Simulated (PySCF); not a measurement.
Correlation energy of S (sulfur, neutral)

[Ne] 3s1 3p5, high-spin 3P determinant (an excited configuration). All numbers are calculated (PySCF 2.14, no relativity, point nucleus, in def2-TZVPPD). Frozen: [Ne]; 6 electrons correlated.

| level | correlation energy (mhartree) |
| --- | --- |
| CCSD | -215.70 |
| (T) | -23.32 |
| CCSD(T) | -239.02 |

Diagnostics: T1 = 0.032, D1 = 0.0708, largest double amplitude 0.206.

Question: Is a single reference adequate?

Answer: Not fully. T1 exceeds 0.03, a sign that the reference determinant is poor. A double-excitation amplitude exceeds 0.15, a sign of near-degeneracy.
